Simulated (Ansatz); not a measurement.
Total energies of `Cl[SiH2][SeH]`.

| atom | x (Å) | y (Å) | z (Å) |
| --- | --- | --- | --- |
| Cl1 | 0.1300 | -0.4888 | 2.2940 |
| Si2 | 0.3389 | -0.2566 | 0.2698 |
| Se3 | -1.4594 | 0.9506 | -0.4112 |
| H4 | 1.6091 | 0.4572 | 0.0067 |
| H5 | 0.3692 | -1.5987 | -0.3546 |
| H6 | -0.9879 | 0.9365 | -1.8047 |

The species carries charge 0 and has multiplicity 1. Correlated methods include outer-core shells of Se, which these sets cover unevenly. Scalar relativity is left out up to krypton. The geometry is a stationary point of PBE0-D4/def2-TZVP. It is one conformer, not always the lowest. Basis def2-TZVPP, the Gaussian-basis code of Ansatz.

RPA on PBE orbitals: Hartree–Fock energy of these orbitals -3150.07857 Eh, correlation -0.96953 Eh (frozen core).

```csv
functional,energy without D4 (Eh),D4 term (kJ/mol)
CAM-B3LYP,-3153.28692,-13.2
ωB97M-V,-3152.96073,–
```

**Question.** Give the same for LDA (SPW92), PBE, revPBE, BLYP, r2SCAN, B97M-V, PBE0, B3LYP, r2SCANh, r2SCAN0, HSE06 (plane-wave form), BHLYP, LC-ωPBE, ωB97X-V, B2PLYP, PBE-QIDH. (Estimate.)

**Answer.** Ansatz gave: 
```tsv
functional	energy without D4 (Eh)	D4 term (kJ/mol)
LDA (SPW92)	-3147.05205	–
PBE	-3152.44094	-15.0
revPBE	-3152.79996	-38.8
BLYP	-3153.16763	-32.6
r2SCAN	-3153.07793	-3.2
B97M-V	-3152.51456	–
PBE0	-3152.58747	-12.8
B3LYP	-3153.21873	-24.9
r2SCANh	-3153.07228	-3.6
r2SCAN0	-3153.06476	-4.0
HSE06 (plane-wave form)	-3152.57599	-12.1
BHLYP	-3153.13302	-21.9
LC-ωPBE	-3152.60209	–
ωB97X-V	-3152.81118	–
B2PLYP	-3152.51407	–
PBE-QIDH	-3152.10400	–
```

B3LYP takes the VWN-RPA correlation (the form of Gaussian; ORCA's B3LYP/G). HSE06 is the plane-wave form, built on full-range PBE exchange. The double hybrids freeze the cores in their second-order part.

LC-ωPBE has ω = 0.4 bohr⁻¹.
